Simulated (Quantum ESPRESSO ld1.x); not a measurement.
Radial electron density D(r) = 4 pi r^2 rho(r) of an atom or ion with 11 electrons. All-electron calculation, Dirac Kohn-Sham, PBE, spin-unpolarised, spherical densities, point nucleus. Program: ld1.x of Quantum ESPRESSO 7.5.

r (bohr)   D(r) (e/bohr)
0.0009202          2.961
0.001142           4.242
0.001417           6.038
0.001759           8.524
0.002183           11.91
0.00271            16.44
0.003363           22.35
0.004174           29.80
0.00518            38.79
0.006429           49.05
0.00798            59.82
0.009903           69.83
0.01229            77.34
0.01525            80.62
0.01893            78.82
0.0235             73.07
0.02916            67.02
0.03619            65.70
0.04492            72.18
0.05575            83.57
0.06919            90.41
0.08587            82.86
0.1066             60.29
0.1323             33.84
0.1642             16.06
0.2037             8.808
0.2529             5.628
0.3138             2.698
0.3895            0.7379
0.4834           0.09889
0.6             0.005594
0.7446         0.0001111

What is the nuclear charge?

Answer. Z = 61. The innermost maximum, from 1s, lies near gamma/Z bohr with gamma = sqrt(1 - (Z/c)^2) = 0.895, here 0.0147 bohr (found: 0.0158), and its height grows with Z. The density is that of the promethium ion Pm50+ in [Ne] 3s1; the configuration itself is not fixed sharply by these data, and Z only to a few units. D(r) has 2 maxima, at r = 0.0158, 0.0697 bohr, and minima at 0.0339 bohr, inside which lie 2.12 electrons.
